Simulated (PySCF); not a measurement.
Ni(CO)4, SMILES [O+]#[C-]->[Ni](<-[C-]#[O+])(<-[C-]#[O+])<-[C-]#[O+] (C4NiO4) (CAM-B3LYP/def2-SVP optimised geometry):

```
9

Ni    -0.985    -1.394     0.000
O     -1.970    -2.782    -2.417
C     -1.592    -2.250    -1.489
O      1.971    -1.393     0.000
C      0.836    -1.394     0.000
O     -1.969    -2.784     2.417
C     -1.592    -2.251     1.488
O     -1.971     1.394     0.000
C     -1.592     0.324     0.000
```

Calculation: PySCF with CAM-B3LYP/def2-TZVP.

What are the frontier orbital energies and the dipole moment?

HOMO-2 -8.98 eV, HOMO-1 -8.97 eV, HOMO -8.97 eV, LUMO 0.19 eV, LUMO+1 0.19 eV; dipole moment 0.00 D.

On the same geometry PBE/def2-TZVP run with PySCF 2.14.0 gives HOMO-2 -6.51 eV, HOMO-1 -6.51 eV, HOMO -6.51 eV, LUMO -2.13 eV, LUMO+1 -2.12 eV; dipole moment 0.00 D.

Meta-Löwdin charges at CAM-B3LYP/def2-TZVP: Ni1 0.53, O2 -0.20, C3 0.06, O4 -0.20, C5 0.06, O6 -0.20, C7 0.06, O8 -0.20, C9 0.06.
